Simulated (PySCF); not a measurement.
Si(H)(vinyl)(NH2)2 (C2H8N2Si), SMILES C(=C)[SiH](N)N.

The structure is a stationary point at r2SCAN-D4/def2-SVP. The values are those of a single conformer.

Computed with r2SCAN-D4/def2-SVP run with PySCF.

Frequencies are harmonic and unscaled.

```json
[
 {"mode": "1", "ν (cm⁻¹)": "78", "IR (km/mol)": "4.3", "Raman (Å⁴/amu)": "6.5", "depolarisation": "0.74", "moving atoms (share of kinetic energy)": "H 38 %, C 38 %, N 22 %"},
 {"mode": "2", "ν (cm⁻¹)": "143", "IR (km/mol)": "24.4", "Raman (Å⁴/amu)": "4.4", "depolarisation": "0.75", "moving atoms (share of kinetic energy)": "H 58 %, N 28 %, C 11 %"},
 {"mode": "3", "ν (cm⁻¹)": "174", "IR (km/mol)": "10.3", "Raman (Å⁴/amu)": "2.1", "depolarisation": "0.67", "moving atoms (share of kinetic energy)": "H 41 %, N 29 %, C 22 %, Si 9 %"},
 {"mode": "4", "ν (cm⁻¹)": "197", "IR (km/mol)": "20.2", "Raman (Å⁴/amu)": "2.5", "depolarisation": "0.60", "moving atoms (share of kinetic energy)": "H 65 %, N 21 %, C 12 %"},
 {"mode": "5", "ν (cm⁻¹)": "267", "IR (km/mol)": "37.1", "Raman (Å⁴/amu)": "1.9", "depolarisation": "0.70", "moving atoms (share of kinetic energy)": "H 63 %, Si 16 %, N 14 %"},
 {"mode": "6", "ν (cm⁻¹)": "280", "IR (km/mol)": "105.7", "Raman (Å⁴/amu)": "2.4", "depolarisation": "0.70", "moving atoms (share of kinetic energy)": "H 84 %, N 9 %"},
 {"mode": "7", "ν (cm⁻¹)": "311", "IR (km/mol)": "146.0", "Raman (Å⁴/amu)": "0.9", "depolarisation": "0.29", "moving atoms (share of kinetic energy)": "H 82 %, N 12 %"},
 {"mode": "8", "ν (cm⁻¹)": "374", "IR (km/mol)": "65.9", "Raman (Å⁴/amu)": "3.2", "depolarisation": "0.75", "moving atoms (share of kinetic energy)": "H 49 %, N 24 %, C 14 %, Si 13 %"},
 {"mode": "9", "ν (cm⁻¹)": "413", "IR (km/mol)": "32.8", "Raman (Å⁴/amu)": "1.5", "depolarisation": "0.71", "moving atoms (share of kinetic energy)": "H 36 %, C 27 %, N 22 %, Si 15 %"},
 {"mode": "10", "ν (cm⁻¹)": "526", "IR (km/mol)": "26.9", "Raman (Å⁴/amu)": "5.7", "depolarisation": "0.70", "moving atoms (share of kinetic energy)": "H 69 %, C 25 %"},
 {"mode": "11", "ν (cm⁻¹)": "640", "IR (km/mol)": "10.1", "Raman (Å⁴/amu)": "6.9", "depolarisation": "0.09", "moving atoms (share of kinetic energy)": "C 48 %, H 28 %, Si 16 %, N 9 %"},
 {"mode": "12", "ν (cm⁻¹)": "729", "IR (km/mol)": "11.1", "Raman (Å⁴/amu)": "4.0", "depolarisation": "0.39", "moving atoms (share of kinetic energy)": "H 75 %, N 23 %"},
 {"mode": "13", "ν (cm⁻¹)": "758", "IR (km/mol)": "16.2", "Raman (Å⁴/amu)": "3.1", "depolarisation": "0.71", "moving atoms (share of kinetic energy)": "H 81 %, N 10 %"},
 {"mode": "14", "ν (cm⁻¹)": "824", "IR (km/mol)": "78.6", "Raman (Å⁴/amu)": "6.0", "depolarisation": "0.18", "moving atoms (share of kinetic energy)": "N 44 %, Si 28 %, H 26 %"},
 {"mode": "15", "ν (cm⁻¹)": "876", "IR (km/mol)": "120.8", "Raman (Å⁴/amu)": "4.8", "depolarisation": "0.75", "moving atoms (share of kinetic energy)": "H 58 %, N 23 %, Si 19 %"},
 {"mode": "16", "ν (cm⁻¹)": "886", "IR (km/mol)": "183.3", "Raman (Å⁴/amu)": "7.7", "depolarisation": "0.53", "moving atoms (share of kinetic energy)": "H 41 %, N 30 %, Si 28 %"},
 {"mode": "17", "ν (cm⁻¹)": "938", "IR (km/mol)": "137.1", "Raman (Å⁴/amu)": "6.2", "depolarisation": "0.75", "moving atoms (share of kinetic energy)": "H 73 %, Si 16 %, N 10 %"},
 {"mode": "18", "ν (cm⁻¹)": "974", "IR (km/mol)": "28.2", "Raman (Å⁴/amu)": "0.2", "depolarisation": "0.75", "moving atoms (share of kinetic energy)": "H 72 %, C 28 %"},
 {"mode": "19", "ν (cm⁻¹)": "998", "IR (km/mol)": "49.3", "Raman (Å⁴/amu)": "3.7", "depolarisation": "0.61", "moving atoms (share of kinetic energy)": "H 80 %, C 13 %"},
 {"mode": "20", "ν (cm⁻¹)": "1053", "IR (km/mol)": "12.8", "Raman (Å⁴/amu)": "0.2", "depolarisation": "0.30", "moving atoms (share of kinetic energy)": "H 93 %"},
 {"mode": "21", "ν (cm⁻¹)": "1267", "IR (km/mol)": "1.8", "Raman (Å⁴/amu)": "7.7", "depolarisation": "0.43", "moving atoms (share of kinetic energy)": "H 71 %, C 29 %"},
 {"mode": "22", "ν (cm⁻¹)": "1405", "IR (km/mol)": "17.1", "Raman (Å⁴/amu)": "17.0", "depolarisation": "0.47", "moving atoms (share of kinetic energy)": "H 84 %, C 16 %"},
 {"mode": "23", "ν (cm⁻¹)": "1534", "IR (km/mol)": "32.8", "Raman (Å⁴/amu)": "5.8", "depolarisation": "0.74", "moving atoms (share of kinetic energy)": "H 89 %, N 11 %"},
 {"mode": "24", "ν (cm⁻¹)": "1538", "IR (km/mol)": "66.0", "Raman (Å⁴/amu)": "6.5", "depolarisation": "0.74", "moving atoms (share of kinetic energy)": "H 89 %, N 11 %"},
 {"mode": "25", "ν (cm⁻¹)": "1659", "IR (km/mol)": "5.9", "Raman (Å⁴/amu)": "19.9", "depolarisation": "0.10", "moving atoms (share of kinetic energy)": "C 86 %, H 14 %"},
 {"mode": "26", "ν (cm⁻¹)": "2201", "IR (km/mol)": "175.0", "Raman (Å⁴/amu)": "152.3", "depolarisation": "0.20", "moving atoms (share of kinetic energy)": "H 97 %"},
 {"mode": "27", "ν (cm⁻¹)": "3100", "IR (km/mol)": "26.1", "Raman (Å⁴/amu)": "73.8", "depolarisation": "0.25", "moving atoms (share of kinetic energy)": "H 95 %"},
 {"mode": "28", "ν (cm⁻¹)": "3117", "IR (km/mol)": "6.5", "Raman (Å⁴/amu)": "192.5", "depolarisation": "0.23", "moving atoms (share of kinetic energy)": "H 92 %, C 8 %"},
 {"mode": "29", "ν (cm⁻¹)": "3198", "IR (km/mol)": "12.6", "Raman (Å⁴/amu)": "91.8", "depolarisation": "0.62", "moving atoms (share of kinetic energy)": "H 89 %, C 11 %"},
 {"mode": "30", "ν (cm⁻¹)": "3578", "IR (km/mol)": "16.0", "Raman (Å⁴/amu)": "153.2", "depolarisation": "0.08", "moving atoms (share of kinetic energy)": "H 96 %"},
 {"mode": "31", "ν (cm⁻¹)": "3585", "IR (km/mol)": "24.5", "Raman (Å⁴/amu)": "149.8", "depolarisation": "0.16", "moving atoms (share of kinetic energy)": "H 96 %"},
 {"mode": "32", "ν (cm⁻¹)": "3683", "IR (km/mol)": "23.6", "Raman (Å⁴/amu)": "81.5", "depolarisation": "0.73", "moving atoms (share of kinetic energy)": "H 91 %, N 9 %"},
 {"mode": "33", "ν (cm⁻¹)": "3689", "IR (km/mol)": "29.0", "Raman (Å⁴/amu)": "90.7", "depolarisation": "0.73", "moving atoms (share of kinetic energy)": "H 91 %, N 9 %"}
]
```
